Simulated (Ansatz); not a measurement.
The molecule TiN, multiplicity 4 (not the ground state: that is measured with 2S+1 = 2). No spin–orbit coupling. Ti is treated without relativity.

Constants: fifth-degree fit in 1/R to seven points, most abundant isotopes. Runs in def2 and cc sets follow the lowest solution found near the PBE0 minimum.

The values were computed with Ansatz (Gaussian basis) for Hartree–Fock, density functionals and correlated methods. 

| level | r_e (Å) | ω_e (cm⁻¹) | ω_e x_e (cm⁻¹) | dipole (D) |
|---|---|---|---|---|
| PBE/def2-TZVPP | 1.664 | ___ | 4.3 | 2.79 |
| PBE0/def2-TZVPP | 1.645 | 998 | 4.2 | 2.99 |
| wB97X-V/def2-TZVPP | ___ | ___ | 3.6 | 2.98 |

Problem. Fill in the missing entries.

Solution. 
- wB97X-V/def2-TZVPP, r_e (Å): 1.644
- wB97X-V/def2-TZVPP, ω_e (cm⁻¹): 1015
- PBE/def2-TZVPP, ω_e (cm⁻¹): 944

Ansatz is a first-principles code.
